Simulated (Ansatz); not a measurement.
Basis-set series for CH$_{7}$AlBGaSi (`B[Si]1(C)[AlH][GaH]1`). Total charge 0; spin multiplicity 1. The geometry is a stationary point of PBE0-D4/def2-TZVP.

```json
{"atom": "B1", "x (Å)": "1.499", "y (Å)": "-0.088", "z (Å)": "0.021"}
{"atom": "Si2", "x (Å)": "-0.385", "y (Å)": "-0.203", "z (Å)": "0.348"}
{"atom": "C3", "x (Å)": "-1.184", "y (Å)": "-1.899", "z (Å)": "0.177"}
{"atom": "Al4", "x (Å)": "-0.846", "y (Å)": "2.043", "z (Å)": "0.817"}
{"atom": "Ga5", "x (Å)": "0.784", "y (Å)": "1.828", "z (Å)": "-0.980"}
{"atom": "H6", "x (Å)": "2.208", "y (Å)": "0.921", "z (Å)": "-0.136"}
{"atom": "H7", "x (Å)": "2.215", "y (Å)": "-1.045", "z (Å)": "-0.042"}
{"atom": "H8", "x (Å)": "-1.553", "y (Å)": "-2.229", "z (Å)": "1.151"}
{"atom": "H9", "x (Å)": "-2.034", "y (Å)": "-1.863", "z (Å)": "-0.506"}
{"atom": "H10", "x (Å)": "-0.462", "y (Å)": "-2.629", "z (Å)": "-0.192"}
{"atom": "H11", "x (Å)": "-1.808", "y (Å)": "2.994", "z (Å)": "1.638"}
{"atom": "H12", "x (Å)": "1.566", "y (Å)": "2.170", "z (Å)": "-2.296"}
```

```csv
functional,basis,functions,energy (Eh),HOMO (eV),LUMO (eV)
PBE0-D4,def2-TZVPP,292,-2523.37871,-5.97,-2.20
PBE0-D4,def2-QZVPP,553,-2523.44217,-5.96,-2.21
ωB97M-V,def2-TZVPP,292,-2523.74639,-7.76,-0.50
ωB97M-V,def2-QZVPP,553,-2523.80797,-7.76,-0.57
```

(1) Give the rows for def2-SVP. (Estimate.)

Answers

(1) Computed: 
```csv
functional,basis,functions,energy (Eh),HOMO (eV),LUMO (eV)
PBE0-D4,def2-SVP,131,-2522.87477,-5.99,-2.19
ωB97M-V,def2-SVP,131,-2523.23884,-7.75,-0.45
```

Scalar relativity is left out up to krypton.
